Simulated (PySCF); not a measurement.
**V(NH2)3: what the settings change**

V(NH2)3 holds V(III), d2, at total charge 0. The structure is a PBE0-D3(BJ)/def2-TZVP geometry optimised for multiplicity 3; coordination trigonal planar, point group Cs, metal–donor distances 1.86 Å.

```
10

V     0.0000    0.0000    0.0000
N     1.8498   -0.0718    0.2617
H     2.3027   -0.2215    1.1532
H     2.5364    0.2889   -0.3895
N    -0.9204   -1.5943    0.2602
H    -1.9224   -1.6748    0.3641
H    -0.4892   -2.5022    0.3641
N    -0.9871    1.5661    0.2617
H    -1.3432    1.8834    1.1532
H    -1.0180    2.3410   -0.3895
```

Method (PySCF 2.14, density fitting): CASSCF(2,5) with orbitals averaged over all microstates of the shell, strongly contracted NEVPT2 on the averaged canonical orbitals; basis x2c-TZVPall on the metal, x2c-SVPall elsewhere; spin-free X2C; gas phase; spin-orbit coupling by state interaction with the mean-field operator over all roots.

Base run: NEVPT2 ground state 3A'', next 3A'' at 4756, then 3A' at 6586 cm⁻¹, B(CASSCF) 829, ζ 167 cm⁻¹, D -6.67 cm⁻¹, g 1.857 1.945 1.998, μeff(300 K) 2.81 μB.

What happens with the basis x2c-TZVPall on all atoms?

NEVPT2 ground state 3A'', next 3A'' at 4580, then 3A' at 6302 cm⁻¹, B(CASSCF) 830, ζ 167 cm⁻¹, D -6.94 cm⁻¹, g 1.850 1.942 1.998, μeff(300 K) 2.81 μB. It took 10 s against 5.8 s on a shared host of the same kind.

What happens with orbitals averaged over the highest spin alone?

NEVPT2 ground state 3A'', next 3A'' at 4587, then 3A' at 6487 cm⁻¹, B(CASSCF) 842, ζ 169 cm⁻¹, D -7.08 cm⁻¹, g 1.848 1.942 1.998, μeff(300 K) 2.81 μB.

NEVPT2 lifts 3A'' from 2458 to 4756 cm⁻¹; on the d shell alone such lifts tend to overshoot. NEVPT2 on the d shell alone tends to put d–d bands too high for such charged or covalently bound ions.
